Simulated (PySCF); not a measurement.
H5ClFNSi2, singlet, at a GFN2-xTB geometry, atoms displaced at random by about 0.03 Å a coordinate; HF/STO-3G, gradient by finite differences (PySCF).

PySCF was given this input:
```python
from pyscf import gto, scf

mol = gto.M(
    atom='''
Si   -1.499600   -0.234212    0.500668
F    -2.986580    0.285474    0.106612
N    -0.463472    0.533622   -0.585336
Si    1.261124    0.434727   -0.916545
Cl    1.979446   -0.675319    0.649839
H    -1.303926    0.275433    1.802836
H    -1.545981   -1.736959    0.330035
H    -0.944269    1.120130   -1.287169
H     1.831234    1.819755   -0.765123
H     1.548544   -0.269290   -2.096503
''',
    basis='sto-3g',
    charge=0,
    spin=0,
    verbose=4,
)

mf = scf.RHF(mol)
mf.conv_tol = 1e-11
mf.kernel()
scan, done = mf.as_scanner(), []
scan.scf_summary = {}
def energy(d):
    c = mol.atom_coords()
    c[7, 0] += d
    e = scan(mol.set_geom_(c, unit='Bohr', inplace=False))
    done.append(scan.converged)
    return e
h = 0.01
fd = (energy(h) - energy(-h)) / (2 * h)
print('dE/dx =', fd)
```

What the program printed (banner, timings and long lists left out):

```
PySCF version 2.14.0

[INPUT] verbose = 4
[INPUT] num. atoms = 10
[INPUT] num. electrons = 66
[INPUT] charge = 0
[INPUT] spin (= nelec alpha-beta = 2S) = 0
[INPUT] symmetry False subgroup None
[INPUT] Mole.unit = angstrom
[INPUT] Symbol           X                Y                Z      unit          X                Y                Z       unit  Magmom
[...]
nuclear repulsion = 362.455496377443
number of shells = 26
number of NR pGTOs = 126
number of NR cGTOs = 42
basis = sto-3g
ecp = {}

******** <class 'pyscf.scf.hf.RHF'> ********
method = RHF
initial guess = minao
damping factor = 0
level_shift factor = 0
DIIS = <class 'pyscf.scf.diis.CDIIS'>
diis_start_cycle = 1
diis_space = 8
diis_damp = 0
SCF conv_tol = 1e-11
SCF conv_tol_grad = None
SCF max_cycles = 50
direct_scf = True
direct_scf_tol = 1e-13
Set gradient conv threshold to 3.16228e-06
Initial guess from minao.
init E= -1180.2220619571
[...]
cycle= 1 E= -1180.47607731713  delta_E= -0.254  |g|= 0.476  |ddm|= 3.61
[...]
cycle= 2 E= -1180.57851968449  delta_E= -0.102  |g|= 0.118  |ddm|= 0.992
[...]
cycle= 3 E= -1180.583801037  delta_E= -0.00528  |g|= 0.0305  |ddm|= 0.206
[...]
cycle= 4 E= -1180.58435135595  delta_E= -0.00055  |g|= 0.00747  |ddm|= 0.073
[...]
cycle= 5 E= -1180.58438867334  delta_E= -3.73e-05  |g|= 0.00132  |ddm|= 0.0206
[...]
cycle= 6 E= -1180.58438994423  delta_E= -1.27e-06  |g|= 0.000168  |ddm|= 0.00408
[...]
cycle= 7 E= -1180.58438996409  delta_E= -1.99e-08  |g|= 2.11e-05  |ddm|= 0.000503
[...]
cycle= 8 E= -1180.5843899644  delta_E= -3.07e-10  |g|= 4.67e-06  |ddm|= 5.99e-05
[...]
cycle= 9 E= -1180.58438996442  delta_E= -1.91e-11  |g|= 8.08e-07  |ddm|= 1.58e-05
[...]
cycle= 10 E= -1180.58438996442  delta_E= -9.09e-13  |g|= 2.24e-07  |ddm|= 2.78e-06
[...]
Extra cycle  E= -1180.58438996442  delta_E= 2.27e-12  |g|= 1.04e-07  |ddm|= 5.62e-07
converged SCF energy = -1180.58438996442
Create scanner for <class 'pyscf.scf.hf.RHF'>

WARN: Mole.unit (angstrom) is changed to Bohr

New geometry
   1 Si    -1.499600000000  -0.234212000000   0.500668000000 AA   -2.833833296398  -0.442596535087   0.946125399334 Bohr
   2 F     -2.986580000000   0.285474000000   0.106612000000 AA   -5.643818249104   0.539467675684   0.201467481592 Bohr
   3 N     -0.463472000000   0.533622000000  -0.585336000000 AA   -0.875835146404   1.008399434043  -1.106124730848 Bohr
   4 Si     1.261124000000   0.434727000000  -0.916545000000 AA    2.383178969116   0.821514968954  -1.732019030839 Bohr
[...]
converged SCF energy = -1180.58443815097

WARN: Mole.unit (angstrom) is changed to Bohr

New geometry
   1 Si    -1.499600000000  -0.234212000000   0.500668000000 AA   -2.833833296398  -0.442596535087   0.946125399334 Bohr
   2 F     -2.986580000000   0.285474000000   0.106612000000 AA   -5.643818249104   0.539467675684   0.201467481592 Bohr
   3 N     -0.463472000000   0.533622000000  -0.585336000000 AA   -0.875835146404   1.008399434043  -1.106124730848 Bohr
   4 Si     1.261124000000   0.434727000000  -0.916545000000 AA    2.383178969116   0.821514968954  -1.732019030839 Bohr
   5 Cl     1.979446000000  -0.675319000000   0.649839000000 AA    3.740610818366  -1.276167956715   1.228017735061 Bohr
   6 H     -1.303926000000   0.275433000000   1.802836000000 AA   -2.464063026700   0.520492935667   3.406866287506 Bohr
   7 H     -1.545981000000  -1.736959000000   0.330035000000 AA   -2.921480683781  -3.282376799598   0.623675761521 Bohr
   8 H     -0.949560772109   1.120130000000  -1.287169000000 AA   -1.794409797917   2.116738923909  -2.432396886030 Bohr
   9 H      1.831234000000   1.819755000000  -0.765123000000 AA    3.460530729992   3.438838563808  -1.445872921606 Bohr
  10 H      1.548544000000  -0.269290000000  -2.096503000000 AA    2.926324051838  -0.508884348084  -3.961816489329 Bohr

******** <class 'pyscf.scf.hf.RHF_Scanner'> ********
method = RHF_Scanner
initial guess = minao
damping factor = 0
level_shift factor = 0
DIIS = <class 'pyscf.scf.diis.CDIIS'>
diis_start_cycle = 1
diis_space = 8
diis_damp = 0
SCF conv_tol = 1e-11
SCF conv_tol_grad = None
SCF max_cycles = 50
direct_scf = True
direct_scf_tol = 1e-13
Set gradient conv threshold to 3.16228e-06
init E= -1180.58237072174
[...]
cycle= 1 E= -1180.5843223106  delta_E= -0.00195  |g|= 0.00133  |ddm|= 0.00844
[...]
cycle= 2 E= -1180.58432321036  delta_E= -9e-07  |g|= 0.000436  |ddm|= 0.00258
[...]
cycle= 3 E= -1180.58432330073  delta_E= -9.04e-08  |g|= 0.000145  |ddm|= 0.000824
[...]
cycle= 4 E= -1180.58432331243  delta_E= -1.17e-08  |g|= 1.7e-05  |ddm|= 0.00034
[...]
cycle= 5 E= -1180.58432331266  delta_E= -2.29e-10  |g|= 4.35e-06  |ddm|= 4.98e-05
[...]
cycle= 6 E= -1180.58432331267  delta_E= -1.23e-11  |g|= 9.95e-07  |ddm|= 1.45e-05
[...]
cycle= 7 E= -1180.58432331267  delta_E= -4.55e-13  |g|= 1.61e-07  |ddm|= 3.73e-06
[...]
Extra cycle  E= -1180.58432331267  delta_E= -2.73e-12  |g|= 6.84e-08  |ddm|= 3.96e-07
converged SCF energy = -1180.58432331267
dE/dx = -0.005741915083490312
```
